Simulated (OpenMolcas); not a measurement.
**Ionisation energies of rubidium**

```yaml
Program: OpenMolcas 26.06
Basis: ANO-RCC-VQZP [8s7p4d2f1g]
Scalar_Hamiltonian: DKH2, point nucleus
Spin-orbit_coupling: RASSI with atomic mean-field integrals over the reference wave functions, term energies averaged over their components
```

Active shells in each charge state: the valence s, p shells, with orbitals averaged over the low states. Where CASPT2's correlated closed shells are named, they are those of the first ion.

A. CASSCF
B. SS-CASPT2, IPEA 0.25 Eh, imaginary shift 0.1 Eh (closed shells correlated: 4s 4p)
C. SS-CASPT2, IPEA 0.25 Eh, imaginary shift 0.1 Eh (closed shells correlated: 3d 4s 4p)
D. SS-CASPT2, IPEA 0 Eh, imaginary shift 0.1 Eh (closed shells correlated: 4s 4p)
E. SS-CASPT2, IPEA 0.25 Eh, imaginary shift 0.1 Eh (closed shells correlated: none)

Energies in eV between the lowest computed levels, named as in B; reference values from the NIST Atomic Spectra Database with their kind.

```
        From           To      A      B      C      D      E  Spin-orbit share in B         Reference
Rb 5s 2S 1/2  Rb+ 4p6 1S0  3.799  4.104  4.112  4.131  3.799                 +0.000  4.177 (measured)
```

Error against the reference values, in %:

```tsv
From	Reference	A	B	C	D	E
Rb	measured	-9.0	-1.7	-1.6	-1.1	-9.0
```

Absolute error against the one measured value: A 0.38 eV, B 0.07 eV, C 0.07 eV, D 0.05 eV, E 0.38 eV. D lies closest.
